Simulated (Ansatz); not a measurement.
**Question.** Name a neutral molecule of Cl, F, In with LUMO energy (ωB97M-V/def2-TZVPP) between -1.20 and -0.90 eV and ideal-gas entropy at 298 K and 1 bar (rigid rotor, harmonic PBE0-D4/def2-TZVP) between 331 and 347 J/(mol·K) (Ansatz, PBE0-D4/def2-TZVP geometry).

**Answer.** `[F][In]([Cl])[Cl]` (-1.01 eV, 340 J/(mol·K)). Other molecules can fit too; these were computed, each in one conformer that needn't be the lowest.
